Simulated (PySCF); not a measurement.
Cl2Si, charge -1, doublet, at a GFN2-xTB geometry (a state made from the parent by changing its charge; the spin is typed, not shown lowest); PySCF with MP2/cc-pVDZ.

Here is a job for PySCF.
```python
from pyscf import gto, scf, mp

mol = gto.Mole()
mol.atom = '''
    Si    0.00192852    0.00722659    1.06771357
    Cl    1.17861260    1.40733335   -0.45132240
    Cl   -1.18020079   -1.41328466   -0.42797112
'''
mol.basis = 'cc-pvdz'
mol.charge = -1
mol.spin = 1
mol.verbose = 4
mol.build()

mf = scf.UHF(mol)
mf.kernel()

pt = mp.MP2(mf, frozen=15)
pt.kernel()
print('E(MP2) = %.10f' % pt.e_tot)
```

What the program printed (banner, timings and long lists left out):

```
PySCF version 2.14.0

[INPUT] verbose = 4
[INPUT] num. atoms = 3
[INPUT] num. electrons = 49
[INPUT] charge = -1
[INPUT] spin (= nelec alpha-beta = 2S) = 1
[INPUT] symmetry False subgroup None
[INPUT] Mole.unit = angstrom
[INPUT] Symbol           X                Y                Z      unit          X                Y                Z       unit  Magmom
[INPUT]  1 Si     0.001928520000   0.007226590000   1.067713570000 AA    0.003644374626   0.013656275915   2.017686226782 Bohr   0.0
[INPUT]  2 Cl     1.178612600000   1.407333350000  -0.451322400000 AA    2.227255020962   2.659474597467  -0.852875729881 Bohr   0.0
[INPUT]  3 Cl    -1.180200790000  -1.413284660000  -0.427971120000 AA   -2.230256265095  -2.670720943449  -0.808748206023 Bohr   0.0

nuclear repulsion = 147.539566587181
number of shells = 15
number of NR pGTOs = 123
number of NR cGTOs = 54
basis = cc-pvdz
ecp = {}

******** <class 'pyscf.scf.uhf.UHF'> ********
method = UHF
initial guess = minao
damping factor = 0
level_shift factor = 0
DIIS = <class 'pyscf.scf.diis.CDIIS'>
diis_start_cycle = 1
diis_space = 8
diis_damp = 0
SCF conv_tol = 1e-09
SCF conv_tol_grad = None
SCF max_cycles = 50
direct_scf = True
direct_scf_tol = 1e-13
number electrons alpha = 25  beta = 24
Set gradient conv threshold to 3.16228e-05
init E= -1207.60980162613

cycle= 1 E= -1207.98487672318  delta_E= -0.375  |g|= 0.257  |ddm|= 1.05
cycle= 2 E= -1208.0286873687  delta_E= -0.0438  |g|= 0.115  |ddm|= 0.433
cycle= 3 E= -1208.03749574915  delta_E= -0.00881  |g|= 0.0223  |ddm|= 0.129
cycle= 4 E= -1208.03865981663  delta_E= -0.00116  |g|= 0.00792  |ddm|= 0.0642
cycle= 5 E= -1208.03884847129  delta_E= -0.000189  |g|= 0.00433  |ddm|= 0.0249
cycle= 6 E= -1208.03892019967  delta_E= -7.17e-05  |g|= 0.00224  |ddm|= 0.0173
cycle= 7 E= -1208.03894598938  delta_E= -2.58e-05  |g|= 0.000864  |ddm|= 0.0141
cycle= 8 E= -1208.03894952847  delta_E= -3.54e-06  |g|= 0.000358  |ddm|= 0.00523
cycle= 9 E= -1208.03895007499  delta_E= -5.47e-07  |g|= 0.000115  |ddm|= 0.00199
cycle= 10 E= -1208.03895011816  delta_E= -4.32e-08  |g|= 3.92e-05  |ddm|= 0.000472
cycle= 11 E= -1208.03895012225  delta_E= -4.09e-09  |g|= 1.32e-05  |ddm|= 0.000133
cycle= 12 E= -1208.03895012262  delta_E= -3.72e-10  |g|= 2.58e-06  |ddm|= 4.9e-05
Extra cycle  E= -1208.03895012263  delta_E= -8.87e-12  |g|= 1.13e-06  |ddm|= 4.02e-06
converged SCF energy = -1208.03895012263  <S^2> = 0.77690929  2S+1 = 2.0267307

******** <class 'pyscf.mp.ump2.UMP2'> ********
nocc = (np.int64(10), np.int64(9)), nmo = (39, 39)
frozen orbitals 15
E(UMP2) = -1208.3758327608  E_corr = -0.336882638166394
E(SCS-UMP2) = -1208.36560295976  E_corr = -0.326652837128115
E_corr(same-spin) = -0.0895457638517971
E_corr(oppo-spin) = -0.247336874314597
E(MP2) = -1208.3758327608
```
